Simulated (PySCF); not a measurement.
A GIAO shielding run with PySCF (density fitting, non-relativistic, gas phase) on `S([C@H]1C[Si@@](C#C)(C)C1)C`, C$_{7}$H$_{12}$SSi:

```
$ OMP_NUM_THREADS=1 python probes_run.py task.json out

{"job": {"kind": "nmr", "xc": "PBE0", "basis": "pcSseg-1"}, "charge": 0, "multiplicity": 1}
C      3.125831     2.236008     0.017872
C      2.439108     1.248947     0.038609
Si     1.376502    -0.269663     0.060246
C      2.402665    -1.822698     0.413486
C      0.074254    -0.278602    -1.344552
C     -0.985970     0.252445    -0.369917
S     -2.587247    -0.609350    -0.550892
C     -3.591012     0.405762     0.568028
C     -0.282383     0.017770     0.975984
H      3.726890     3.099630    -0.000736
H      2.902746    -1.741136     1.372926
H      3.166681    -1.953831    -0.345650
H      1.785886    -2.715805     0.428439
H     -0.185323    -1.275612    -1.696002
H      0.219247     0.351811    -2.217538
H     -1.181290     1.313168    -0.536195
H     -3.609020     1.431750     0.208668
H     -3.177563     0.360188     1.571688
H     -4.593261    -0.009760     0.558659
H     -0.371003     0.850123     1.670137
H     -0.664661    -0.874200     1.469917
```

Hardware: 1 thread of an Intel Xeon, shared host. The job also computes population analyses, field gradients, ring-centre shieldings.

**Question.** How large is the calculation?

**Answer.** 84 electrons, 227 basis functions and 1219 auxiliary functions.

**Question.** How long does it take, and how much memory does it need?

**Answer.** 2.6 min of wall time, with 14 SCF cycles and 5 response iterations; peak memory 1.1 GiB. Times on a shared host scatter by some tens of per cent.
